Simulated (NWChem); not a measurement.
GeHCl2, doublet; SMILES [Cl][GeH][Cl]

```xyz
4

Cl    -0.6518    -0.0303     1.7540
Ge     0.6141     0.0481     0.0000
Cl    -0.6518    -0.0303    -1.7540
H      1.3143     1.4397     0.0000
```
Atoms are numbered in this order, from 1.

Level: PBE0/def2-SVP, spin-unrestricted (NWChem), optimised geometry, unscaled harmonic frequencies. In the optimisation the excess spin sits in a' (Cs, its own frame).

```
frequency (cm⁻¹)  IR intensity (km/mol)
----------------  ---------------------
140                                 2.8
411                                28.0
430                                83.0
583                                17.2
655                                34.5
2027                               85.2
```

```
Item                                                                                                  Value
-----------------------------------------------------------------------------------------  ----------------
zero-point energy                                                                              6.1 kcal/mol
thermal correction to the enthalpy at 298.15 K (with zero-point energy)                        9.4 kcal/mol
heat capacity Cv                                                                           12.7 cal/(mol K)
entropy at 298.15 K and 1 atm (symmetry number 1, electronic part: spin degeneracy alone)  74.2 cal/(mol K)
dipole moment                                                                                        1.82 D
```

Rigid rotor and harmonic oscillator.
